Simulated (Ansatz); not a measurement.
A set of 12 reactions (ligand exchange), with CCSD(T)/CBS values in kJ/mol:

```
                                                                                reaction      ΔE
            `[SiH3][SiH2][NH][GeH3]` + `O=C(O)O` → `O=C(O)O[SiH2][SiH3]` + `[NH2][GeH3]`   -27.8
                                      `NBO[SiH2]Cl` + `C[SeH]` → `C[Se][SiH2]Cl` + `NBO`    36.3
                        `C=[CH][Ga]([Cl])[Cl]` + `CNC` → `C[N](C)[Ga]([Cl])[Cl]` + `C=C`   -40.7
                              `NC[SiH3]` + `N[SiH2][SeH]` → `N[SiH2][Se][SiH3]` + CH₃NH₂   -82.3
                                     `[SiH3]C(Br)Br` + `N=C=O` → `O=C=N[SiH3]` + `BrCBr`   -86.7
                  `F[Si](F)(F)[SeH]` + `F[Si](F)(F)S` → `F[Si](F)(F)S[Si](F)(F)F` + H₂Se     4.5
                                               `C[BH][ZnH]` + CH₃NH₂ → `CBNC` + `[ZnH2]`  -178.8
                    `O[SiH2][SiH](F)Cl` + `CO[SiH2]N` → `CO[SiH2]N[SiH2]O` + `F[SiH2]Cl`   -89.4
                 `F[SiH2][GeH2][SiH3]` + `[SiH3]SS` → `[SiH3]SS[SiH3]` + `F[SiH2][GeH3]`   -37.2
`B[SiH2][CH]1[NH][AlH]1` + `[BH2][AlH][OH]` → `B[O][AlH][BH2]` + `[SiH3][CH]1[NH][AlH]1`  -167.5
                                   `O[SiH2][SiH](S)Cl` + NH₃ → `N[SiH](S)Cl` + `O[SiH3]`   -68.0
                         `[Cl][GeH3]` + `N[SiH2][SiH3]` → `[SiH3][SiH2][NH][GeH3]` + HCl    57.3
```

Calculated with Ansatz (gas phase, PBE0-D4/def2-TZVP geometries, no zero-point term in ΔE). CCSD(T)/CBS adds triple-zeta CCSD(T) − MP2 to the extrapolated MP2 energy (def2 sets, frozen cores). This one scheme is used for every species. Functionals use def2-TZVPP. B3LYP here is the variant with VWN-RPA as its local correlation; programs differ in this. For Br, Ga, Ge, Se, Zn outer-core shells are correlated without core-valence functions, which leaves a few kJ/mol of doubt a bond. Scalar relativity is left out up to krypton. One conformer a species, not always the lowest.

Problem. Give the mean, mean absolute and largest difference (level minus CCSD(T)/CBS, kJ/mol) for: ωB97M-V, B2PLYP, PBE, r2SCAN, PBE0, B3LYP, MP2/def2-TZVPP, SCS-MP2/def2-TZVPP, CCSD/def2-TZVPP, HF/def2-QZVPP, MP2/def2-QZVPP, HF/CBS(def2), MP2/CBS(def2), CCSD/CBS(def2). (An estimate is asked.)

Solution. Computed: 
| level | mean | mean absolute | largest |
| --- | --- | --- | --- |
| ωB97M-V | -0.6 | 4.0 | -7.5 |
| B2PLYP | -0.4 | 4.8 | -10.6 |
| PBE | 7.4 | 9.3 | 27.9 |
| r2SCAN | 1.4 | 3.6 | 10.2 |
| PBE0 | 4.8 | 6.8 | 18.8 |
| B3LYP | 2.5 | 7.5 | -14.8 |
| MP2/def2-TZVPP | -3.8 | 4.3 | -10.1 |
| SCS-MP2/def2-TZVPP | -3.3 | 5.0 | -10.5 |
| CCSD/def2-TZVPP | -0.4 | 3.7 | 9.4 |
| HF/def2-QZVPP | -3.5 | 13.0 | -35.8 |
| MP2/def2-QZVPP | -3.6 | 3.9 | -8.5 |
| HF/CBS(def2) | -3.6 | 13.1 | -35.9 |
| MP2/CBS(def2) | -3.3 | 3.8 | -6.8 |
| CCSD/CBS(def2) | 0.1 | 1.9 | -5.5 |

The largest T1 diagnostic in the set is 0.018, for `N=C=O` (customary mark 0.02).

CCSD(T)/CBS is a level of theory with its own doubt, and the functionals carry their triple-zeta basis error, so these figures describe this set and don't rank the functionals.
